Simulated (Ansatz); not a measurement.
Reaction (ligand exchange at the Si–C bond): `O[SiH](O)C#C[SiH3]` + `O[SiH2]F` → `O[SiH](O)O[SiH2]F` + `C#C[SiH3]`

Program: Ansatz. Geometries: PBE0-D4/def2-TZVP. ΔE: electronic, gas phase. CCSD(T)/CBS adds triple-zeta CCSD(T) − MP2 to the extrapolated MP2 energy (def2 sets, frozen cores). Functionals use def2-TZVPP. B3LYP here is the variant with VWN-RPA as its local correlation; programs differ in this. HSE06 is defined as in plane-wave codes. Each species was taken in one conformer, which may not be the lowest.

```
             level  ΔE (kJ/mol)  difference from CCSD(T)/CBS
       LDA (SPW92)        -83.0                         11.7
            PBE-D4        -78.0                         16.7
         revPBE-D4        -77.0                         17.7
           BLYP-D4        -87.8                          6.9
         r2SCAN-D4        -90.5                          4.2
            B97M-V        -93.9                          0.8
           PBE0-D4        -85.9                          8.8
          B3LYP-D4        -93.9                          0.8
        r2SCANh-D4        -92.4                          2.3
          HSE06-D4        -85.4                          9.3
          BHLYP-D4       -103.5                         -8.8
      CAM-B3LYP-D4        -99.1                         -4.4
           ωB97X-V        -93.8                          0.9
           ωB97M-V        -93.9                          0.8
            B2PLYP        -93.0                          1.7
          PBE-QIDH        -90.9                          3.8
               PBE        -76.7                         18.0
            revPBE        -74.1                         20.6
              BLYP        -85.2                          9.5
            r2SCAN        -90.3                          4.4
              PBE0        -84.8                          9.9
             B3LYP        -91.8                          2.9
           r2SCANh        -92.2                          2.5
             HSE06        -84.4                         10.3
             BHLYP       -101.4                         -6.7
         CAM-B3LYP        -98.0                         -3.3
           LC-ωPBE        -91.7                          3.0
RPA@PBE/def2-TZVPP        -91.7                          3.0
      MP2/def2-SVP        -89.0                          5.7
     CCSD/def2-SVP        -93.9                          0.8
  CCSD(T)/def2-SVP        -90.3                          4.4
     HF/def2-TZVPP       -110.8                        -16.1
    MP2/def2-TZVPP        -91.0                          3.7
SCS-MP2/def2-TZVPP        -93.9                          0.8
   CCSD/def2-TZVPP        -97.6                         -2.9
     HF/def2-QZVPP       -113.2                        -18.5
SCS-MP2/def2-QZVPP        -95.3                         -0.6
      HF/CBS(def2)       -113.5                        -18.8
     MP2/CBS(def2)        -92.1                          2.6
    CCSD/CBS(def2)        -98.7                         -4.0
       CCSD(T)/CBS        -94.7                            0
```

Largest T1 diagnostic among the species: 0.013.

At CCSD(T), def2-SVP lies +4.4 kJ/mol from the extrapolated value and def2-TZVPP +1.1 kJ/mol. From r2SCAN to r2SCAN0 (25 % exact exchange), in def2-TZVPP and without D4, ΔE moves by −4.5 kJ/mol. In def2-TZVPP, CCSD(T) changes the Hartree–Fock value by +17.2 kJ/mol (the triples alone add +3.9 kJ/mol) and MP2 by +19.8 kJ/mol.
